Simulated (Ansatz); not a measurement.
C$_{2}$H$_{6}$OSSi (`CSC1O[SiH2]1`). Total charge 0; spin multiplicity 1.

| atom | x (Å) | y (Å) | z (Å) |
| --- | --- | --- | --- |
| C1 | -0.834 | -1.569 | 1.170 |
| S2 | 0.648 | -0.552 | 1.030 |
| C3 | 0.421 | 0.113 | -0.581 |
| O4 | -0.632 | 1.143 | -0.732 |
| Si5 | 0.863 | 1.830 | -0.949 |
| H6 | -0.811 | -2.034 | 2.156 |
| H7 | -1.727 | -0.952 | 1.085 |
| H8 | -0.842 | -2.351 | 0.409 |
| H9 | 0.348 | -0.632 | -1.372 |
| H10 | 1.204 | 2.265 | -2.320 |
| H11 | 1.363 | 2.739 | 0.102 |

Q: Give the diagnostics of a CCSD(T)/def2-TZVPP run (frozen core, Ansatz 0.2.0). (Best estimate.)

A: The calculation gave: T1 = 0.0138, largest single amplitude 0.027, largest double 0.024, (T) share of the correlation energy 4.3 %, 10 CCSD cycles. The RHF solution is stable towards an unrestricted one. T1 lies under the customary mark of 0.02 for closed shells.
